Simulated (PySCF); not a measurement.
SMILES N#Cc1ccsc1-c1sccc1C#N (C₁₀H₄N₂S₂) (GFN2-xTB optimised geometry):

```
18

N     -0.056    -3.669     0.000
C      0.495    -2.662     0.000
C      1.229    -1.466     0.000
C      2.648    -1.466     0.000
C      3.164    -0.213     0.000
S      1.953     1.006     0.000
C      0.688    -0.186     0.000
C     -0.688     0.186     0.000
S     -1.953    -1.006     0.000
C     -3.164     0.213     0.000
C     -2.648     1.466     0.000
C     -1.230     1.466     0.000
C     -0.495     2.662     0.000
N      0.057     3.669     0.000
H      3.232    -2.368     0.000
H      4.196     0.075     0.000
H     -4.196    -0.075     0.000
H     -3.233     2.368     0.000
```

Level of theory: PySCF with B3LYP/def2-SVP.

**Question.** What are the frontier orbital energies and the dipole moment?

**Answer.** HOMO-2 -7.73 eV, HOMO-1 -7.71 eV, HOMO -6.57 eV, LUMO -2.74 eV, LUMO+1 -0.56 eV; dipole moment 0.00 D.

On the same geometry PySCF 2.14.0 with PBE/def2-SVP gives HOMO-2 -6.91 eV, HOMO-1 -6.90 eV, HOMO -5.90 eV, LUMO -3.27 eV, LUMO+1 -1.43 eV; dipole moment 0.00 D.

Meta-Löwdin charges at B3LYP/def2-SVP: N1 -0.20, C2 0.09, C3 -0.06, C4 -0.11, C5 -0.22, S6 0.32, C7 -0.09, C8 -0.09, S9 0.32, C10 -0.22, C11 -0.11, C12 -0.06, C13 0.09, N14 -0.20, H15 0.13, H16 0.14, H17 0.14, H18 0.13.
